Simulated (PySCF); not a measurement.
Several molecules and their computed UV-vis stick spectra, shuffled. The calculation used TDDFT CAM-B3LYP/def2-SVPD, vertical, gas phase, core orbitals frozen in the response (PySCF 2.14.0, density-fitted response routines). Geometries: PBE0-D3(BJ)/def2-SVP; one conformer of each isolated species. Triplets are in the Tamm–Dancoff approximation. Relativistic effects are left out although some hold elements past zinc.

A. `C=C/C=C\B(Cl)Cl`
B. `[H][Ge]([H])([H])[CH]=C`
C. `C=C[C@@H]1C[Si@H]1N([SiH3])[SiH3]`

Lowest singlet levels (six at most, fewer where fewer were computed) with oscillator strengths:

1. 187 nm (f 0.002); 178 nm (f 0.308); 170 nm (f 0.009); 158 nm (f 0.025); 153 nm (f 0.021); 151 nm (f 0.011); T1 4.16 eV
2. 265 nm (f 0.641); 235 nm (f 0.000); 222 nm (f 0.000); 194 nm (f 0.089); 185 nm (f 0.000); 183 nm (f 0.085); T1 2.66 eV
3. 224 nm (f 0.150); 205 nm (f 0.156); 199 nm (f 0.060); 194 nm (f 0.118); 191 nm (f 0.010); 188 nm (f 0.060); T1 3.96 eV

Question: Match each spectrum to its molecule.

Answer: 1 = B, 2 = A, 3 = C.
- A: S1 at 4.69 eV, HOMO→LUMO (97%); Löwdin shares by element: HOMO carbon 82% (atoms not listed hold the other 18%); LUMO carbon 50% or more, boron 21% (atoms not listed hold the other 29%); HOMO -8.62 and LUMO -1.51 eV; point group Cs, 3 of its 6 listed states under f = 0.0005.
- B: S1 at 6.62 eV, HOMO-1→LUMO (96%); Löwdin shares by element: HOMO carbon 72%, germanium 9%, hydrogen 5% or more; LUMO carbon 61%, germanium 18%, hydrogen 5% or more (atoms not listed hold the other 16%); HOMO -9.21 and LUMO 0.54 eV; point group Cs.
- C: S1 at 5.54 eV, HOMO→LUMO (82%); Löwdin shares by element: HOMO carbon 58% or more, silicon 14% or more (atoms not listed hold the other 27%); LUMO silicon 42%, nitrogen 9% (atoms not listed hold the other 49%); HOMO -7.53 and LUMO 0.63 eV.
